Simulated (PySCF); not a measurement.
bromine monochloride anion (BrCl), SMILES ClBr (connectivity only; charge and spin as stated), charge -1, multiplicity 2.

Coordinates come from a PBE0-D3(BJ)/def2-TZVPD optimisation. The multiplicity is an assumed one; other spin states were not compared.

Calculation: M06-2X/def2-TZVPD run with PySCF.

The molecule is in vacuum.

```
Quantity                                                           Result
------------------------------------------------  -----------------------
total energy                                          -3034.46463 hartree
point group                                                           C∞v
α spin, highest occupied and lowest empty level         -3.05 and 3.94 eV
β spin, highest occupied and lowest empty level         -3.55 and 1.81 eV
dipole moment about the centre of nuclear charge                   2.34 D
mean static polarisability                          71.1 bohr³ (10.53 Å³)
polarisability, principal values                  48.2, 48.2, 116.8 bohr³
⟨S²⟩                                              0.755 (pure state 0.75)
```
